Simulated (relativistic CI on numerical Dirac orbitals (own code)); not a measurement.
**Hyperfine structure of Sm25+, mass number 149**

Computed by Dirac-Coulomb-Breit CI, KLI orbitals optimised for each configuration, QED by a radiative potential, unscaled Slater integrals (own radial code, finite nucleus).

Configurations in the expansion (outside the closed core [Ar] 3d10): 4s2 4p6 4d, 4s2 4p5 4d2, 4s2 4p6 4f, 4s 4p6 4d2, 4s2 4p5 4d 4f, 4s 4p6 4d 4f, 4s2 4p6 5s, 4s2 4p6 5p, 4s2 4p6 5d, 4p6 4d3, 4p5 4d4, 4p5 4d3 4f, 4s 4p6 4f2, 4s 4p5 4f3, 4p6 4f3. Double excitations out of closed p, d and f shells are left out; levels of such configurations are missing from the list, as are those of other unlisted configurations, and high levels can miss mixing partners.

Nuclear spin I = 7/2, μ = -0.6677 μN, Q = 0.075 b (tables of Stone and Pyykkö). The electronic factors are computed for point nuclear moments, without core polarisation or the Bohr-Weisskopf and QED corrections.

```
               Level  E (cm⁻¹)  A (MHz)  B (MHz)
   4s2 4p6 4d 2D_3/2         0    -2267      588
   4s2 4p6 4d 2D_5/2     55356   -938.3      750
 4s2 4p5 4d2 4D°_1/2    872843   -519.2         
 4s2 4p5 4d2 4D°_3/2    877375    -2568     1500
 4s2 4p5 4d2 4D°_7/2    937279    -1828     -526
 4s2 4p5 4d2 4G°_9/2    939448    -2461    -3350
4s2 4p5 4d2 4G°_11/2    957256    -2228    -3030
```

Levels with J = 0, under 50 % of one LS term, or S terms without an open s electron are left out. Small factors come from cancelling terms and can be off by tens of per cent or more.

At this charge energies of transitions that change n are usually good to better than 1 %, and those within a shell (Δn = 0) to a few per cent.

Give the hyperfine levels of 4s2 4p6 4d 2D_3/2 relative to its centre of gravity.

With K = F(F + 1) − I(I + 1) − J(J + 1), E = AK/2 + B[¾K(K + 1) − I(I + 1)J(J + 1)]/[2I(2I − 1)J(2J − 1)]: F = 2: 15610, F = 3: 8395, F = 4: -839.5, F = 5: -11750 MHz.

LS names give the leading component of a level, which can be under half, so a name can repeat, a term be missing and a line seem to break the LS rules.
